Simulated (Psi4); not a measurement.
F$_{6}$Nb (SMILES [F][Nb-]([F])([F])([F])([F])[F]), charge -1, singlet, geometry from GFN2-xTB (such geometries of metal compounds can be far from the true shape) (all electrons, no relativity) (a gas-phase anion, which may not be bound at this level). Base run: Psi4 with BLYP/3-21G.

Geometry (Å):
```xyz
7

Nb     0.0000     0.0000     0.0000
F      1.1153    -0.4774    -1.4072
F     -1.1153     0.4774     1.4072
F     -1.1715     0.7999    -1.1998
F     -0.9141    -1.6075    -0.1791
F      0.9141     1.6075     0.1791
F      1.1715    -0.7999     1.1998
```
Charge -1, spin multiplicity 1.
All else is at Psi4's defaults, with exact integrals.
Base energy -4334.29403 Eh.

Variants of this job, named by their change:

| change | ΔE vs base (µEh) | SCF cycles | grid points | basis functions |
|---|---|---|---|---|
| base | 0.0 | 8 | 153010 | 93 |
| scf_type = out_of_core | 0.0 | 8 | 153010 | 93 |
| damping_percentage = 50 | 1.5 | 62 | 153010 | 93 |
| e_convergence = 1e-8 | 0.0 | 9 | 153010 | 93 |
| d_convergence = 1e-8 | 0.0 | 10 | 153010 | 93 |
| guess = sap | 0.0 | 8 | 153010 | 93 |
| dft_spherical_points = 590 | 114 | 8 | 298532 | 93 |
| scf_type = cd | -1098 | 8 | 153010 | 93 |
| guess = modhuckel | 0.0 | 10 | 153010 | 93 |
| d_convergence = 1e-4 | 0.0 | 7 | 153010 | 93 |
| basis_guess = sto-3g | 0.0 | 8 | 153010 | 93 |
| dft_radial_points = 150 | 71.5 | 8 | 304822 | 93 |
| cholesky_tolerance = 1e-3 (with scf_type cd) | -6183 | 8 | 153010 | 93 |

A gas-phase anion may not be bound at this level; its values then depend on the basis.
